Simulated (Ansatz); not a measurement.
Cartesian coordinates (Å):
```xyz
7

B      0.8796     0.0508    -0.0468
C     -0.6692    -0.0339    -0.0382
H      1.4375     1.1040     0.0314
H      1.5473    -0.9392    -0.0690
H     -1.0850    -0.9280    -0.5055
H     -0.9268    -0.1095     1.0330
H     -1.1834     0.8557    -0.4049
```
Charge 0, multiplicity 1.

The numbers are results of Ansatz (an electronic-structure program) with frozen-core CCSD(T)/cc-pVTZ // B3LYP-D3(BJ)/def2-TZVP, not measurements.

| Quantity | Value |
|---|---|
| HF energy | -65.46636 Ha |
| MP2 correlation energy | -0.28826 Ha |

Problem. Estimate the CCSD correlation energy, the (T) correction, the total energy and the T1 diagnostic.

Solution. 
| Property | Result |
|---|---|
| CCSD correlation energy | -0.32009 Ha |
| (T) correction | -0.01009 Ha |
| CCSD(T) total energy | -65.79654 Ha |
| T1 diagnostic | 0.009 |
